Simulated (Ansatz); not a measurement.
`[F][GeH]([F])[SeH]` + H₂ → `[F][GeH2][F]` + H₂Se at 298.15 K and 1 bar (hydrogenolysis of a Ge–Se bond).

Isolated molecules relaxed with PBE0-D4/def2-TZVP in Ansatz; ΔE leaves out vibrations. CCSD(T)/CBS adds triple-zeta CCSD(T) − MP2 to the extrapolated MP2 energy (def2 sets, frozen cores). This one scheme is used for every species. For Ge, Se outer-core shells are correlated without core-valence functions, which leaves a few kJ/mol of doubt a bond. Scalar relativity is left out up to krypton. One conformer a species, not always the lowest.

| species | CCSD(T)/CBS energy (Eh) | H − E (kJ/mol) | S (J/(mol·K)) |
| --- | --- | --- | --- |
| `[F][GeH]([F])[SeH]` | -4677.70208 | 73.7 | 346.5 |
| H₂ | -1.17544 | 35.1 | 130.4 |
| `[F][GeH2][F]` | -2276.96403 | 66.9 | 277.3 |
| H₂Se | -2401.89790 | 45.8 | 219.1 |

H − E and S are ideal-gas, rigid-rotor, harmonic terms from PBE0-D4/def2-TZVP, for one conformer and one mirror image of each species. The MP2-based limit puts H₂ 0.8 mEh under its directly extrapolated value; such offsets cancel only in part. 1 Eh = 2625.50 kJ/mol, R = 8.31446 J/(mol·K).

Q: By hand: ΔE, ΔH, ΔS and ΔG.

A: ΔE = (-2276.96403) + (-2401.89790) − (-4677.70208) − (-1.17544) = 0.01559 Eh = 40.9 kJ/mol. Δ(H − E) = 66.9 + 45.8 − 73.7 − 35.1 = 3.9, so ΔH = 44.8 kJ/mol. ΔS = 277.3 + 219.1 − 346.5 − 130.4 = 19.5 J/(mol·K). ΔG = 44.8 − 298.15 × (19.5)/1000 = 39.0 kJ/mol.

Q: By hand: the equilibrium constant, and the temperature at which ΔG would vanish if ΔH and ΔS stayed fixed.

A: log₁₀ K = −ΔG/(RT ln 10) = -6.8. ΔG = 0 at ΔH/ΔS = 2297 K, though so small a ΔS makes that figure unsure.

ΔH outweighs TΔS. A doubt of 5 kJ/mol in ΔE shifts log₁₀ K by 0.9 here. Other conformers and mirror images would add mixing entropy, several J/(mol·K) or more a flexible species. These are equilibria of isolated gas molecules and say nothing of rates. Largest T1 diagnostic: 0.012 (customary marks: 0.02 for closed shells, 0.045 for open ones).
